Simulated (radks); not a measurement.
Effect of the nuclear size on neutral fluorine, [He] 2s2 2p5. All-electron calculation, Dirac Kohn-Sham, exchange-only LDA, spin-unpolarised, spherical densities, finite nucleus; open shells are shared between the two j in proportion to 2j + 1; Fermi nuclear charge, rms radius 2.8976 fm. Program: a radial shooting solver on a logarithmic mesh with Libxc functionals. The rms radius is varied about that value; shifts are against it.

rms radius (fm)  total energy shift (eV)  density at nucleus (e/bohr^3)  1s1/2 shift (meV)
2.4079                         -0.000219                          459.3             -0.089
2.7237                        -0.0000821                          458.9             -0.033
2.8976                                 0                          458.8              0.000
3.0396                         0.0000708                          458.6              0.029
3.3815                          0.000255                          458.4              0.103

Slopes of the eigenvalues against <r^2> in GHz/fm^2, as finite differences over the two radii next to the reference (eigenvalue slopes, not the field-shift constants of lines): 1s1/2 8.24.
